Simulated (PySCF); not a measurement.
# Structure elucidation problem

Molecular formula: C$_{7}$H$_{12}$SSi. Simulated spectra:

$^{1}$H NMR (500 MHz, computed): δ 4.54 (s, 3H), 3.33 (s, 1H), 2.53 (q, 2H), 2.36 (s, 3H), 1.10 (t, 3H).

$^{13}$C{$^{1}$H} NMR (computed): δ 151.2, 133.8, 89.5, 85.4, 33.5, 27.4, 15.0.

Computed data (PySCF 2.14): structure optimised with PBE0-D3(BJ)/def2-SVP, GIAO B3LYP/pcSseg-1 shieldings. No relativistic terms, one averaged value for each set of equivalent atoms, no solvent model, one conformer.

References, each an isolated molecule treated in the same way: $^{1}$H, $^{13}$C vs TMS.

Propose a structure and justify it.

## Answers


- The formula gives 3 degrees of unsaturation.
- 7 carbon signals for 7 carbons: no two carbons are equivalent.
- Carbon types of the structure: 3 × C, 1 × CH, 1 × CH2, 2 × CH3, leaving 3 H on heteroatoms.
- δC 151.2, 133.8: fully substituted alkene carbon; as expected for a trigonal carbon in a double bond.
- δC 89.5: terminal alkyne carbon; the triple bond shields along its axis, which puts it between sp3 and sp2 carbons.
- δC 85.4: alkyne carbon; sp carbons lie upfield of alkene carbons because the cylindrical π system leaves one tensor component strongly shielded.
- δC 33.5: allylic sp3 CH2; a saturated carbon with 2 carbon neighbours and no heteroatom attached.
- δC 27.4: allylic methyl carbon; aliphatic region, no heteroatom directly attached.
- δH 3.33: hydrogen on a terminal alkyne carbon; it lies on the axis of the triple bond, in its shielding cone.
- δH 2.53: hydrogen on an allylic sp3 CH2; allylic position.

These data were computed for SMILES C#C/C(CC)=C(\C)S[SiH3].

The shifts were computed for this structure.

Shifts are as computed. Against solution values, carbons near 30 ppm lie about +2 ppm off and those near 130 ppm about +6 ppm. Of 1211 compounds with measured shifts, 218 miss one by over three times the rms of a fit or turn the order of signals round; such compounds aren't used in these exercises. Multiplicities follow the n + 1 count of equivalent neighbours, as no J values were calculated; m marks all less simple cases, F and P coupling included.
